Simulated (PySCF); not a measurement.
# What a mistake does to a calculation on AlH4N2Si cation

These are calculations, not measurements. They come from PySCF 2.14.0, an open-source quantum chemistry program, on an isolated molecule that a program drew, which may never have been made. The molecule is AlH4N2Si cation (charge +1, singlet), drawn as the SMILES string `N[SiH+][N]=[AlH]`.

Each row is a Hartree-Fock (HF) and frozen-core CCSD(T) single point in the cc-pV(D+d)Z basis, meant for a local HF minimum. Run 1 is clean. Each other run has one planted mistake out of seven kinds, and not every kind appears here: one electron removed, one electron added, multiplicity raised by two, geometry at a saddle point, minimal basis STO-3G, one bond length entered in bohr, all coordinates scaled. The reference is restricted for singlets and unrestricted otherwise, and also for a bond in bohr. Adding or removing an electron swaps singlet and doublet. Electrons count all cores. HOMO and LUMO are orbital energies over both spins, the gradient is its largest component, and the lowest frequency (negative if imaginary) is given only where the gradient is small. Bond lengths are over the 7 bonds as drawn. T1 is the CCSD diagnostic: over 0.02 (restricted) or 0.045 (unrestricted) a single reference is doubtful.

Geometry of the clean run:
```xyz
8
AlH4N2Si cation, angstrom
N     0.7992    0.3389   -0.4871
Si   -0.7085    0.9480   -0.7486
N    -1.8339    1.1024    0.3712
Al   -3.0974    1.3203    1.4170
H     1.1335    0.0138    0.4015
H     1.4849    0.2555   -1.2160
H    -0.9012    1.3364   -2.1409
H    -4.2651    1.5181    2.4005
```

| run | electrons | basis functions | <S^2> | HOMO (eV) | LUMO (eV) | gradient (hartree/bohr) | lowest frequency (cm^-1) | mean bond (Å) | longest bond (Å) | T1 | HF (hartree) | CCSD(T) (hartree) | mistake |
|---|---|---|---|---|---|---|---|---|---|---|---|---|---|
| 1 | 44 | 94 | 0.000 | -15.47 | -2.93 | 3.3e-05 | 103 | 1.4146 | 1.655 | 0.0171 | -641.91487 | -642.42530 | no fault |
| 2 | 43 | 94 | 0.758 | -21.45 | -11.52 | 9.4e-02 | - | 1.4146 | 1.655 | 0.0195 | -641.43160 | -641.89377 | one electron removed |
| 3 | 44 | 94 | 0.000 | -16.24 | -2.73 | 7.4e-02 | - | 1.3170 | 1.540 | 0.0141 | -641.85654 | -642.35130 | all coordinates scaled |
| 4 | 44 | 94 | 0.851 | -14.39 | -3.56 | 1.1e-02 | - | 1.5999 | 2.756 | 0.0420 | -641.79839 | -642.29769 | ? |

**Which mistake was planted in run 4, and what did it cost?**

The mean bond changes by a factor of 1.131 and the longest by 1.665, so the molecule wasn't scaled as a whole. A length L in bohr read as angstrom grows by (1/0.5292 - 1) L = 0.890 L. The 7 bonds together grew by 7 x 0.1853 = 1.297 Å, which gives L = 1.458 Å. That is bond Si2-H7, 1.458 Å in the clean geometry. So the mistake is: one bond length entered in bohr. Subtracting run 1 and multiplying by 627.51 kcal/mol a hartree, the energy moved by 73.1 kcal/mol in HF and 80.1 kcal/mol in CCSD(T).

